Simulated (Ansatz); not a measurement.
Basis-set extrapolation for C₅H₁₄AlN (`C[CH2][Al]([NH2])[CH](C)C`) (PBE0-D4/def2-TZVP geometry, frozen core, Ansatz). Multiplicity 1, RHF reference.

```json
{"": "HF", "def2-TZVPP": "-494.005339", "def2-QZVPP": "-494.024840"}
{"": "MP2 correlation", "def2-TZVPP": "-1.183329", "def2-QZVPP": "-1.259443"}
{"": "CCSD(T) correlation", "def2-TZVPP": "-1.305325", "def2-QZVPP": "not run"}
```

Energies in hartree. Use E(X) = E(∞) + A·exp(−7.88·√X) for Hartree–Fock and E(X) = E(∞) + B·X^(−2.97) for correlation, with X = 3 and 4, and add CCSD(T) minus MP2 of the smaller set to the MP2 limit.

What is the CCSD(T) energy at the basis-set limit?

HF limit: -494.024840 + (-0.019501) × 0.13774 = -494.02753. MP2 limit: -1.259443 + (-0.076114) × 0.74074 = -1.31582. Higher-order term: -1.305325 − (-1.183329) = -0.12200. Total: -495.46535 hartree, 97.1 kcal/mol below CCSD(T)/def2-TZVPP.
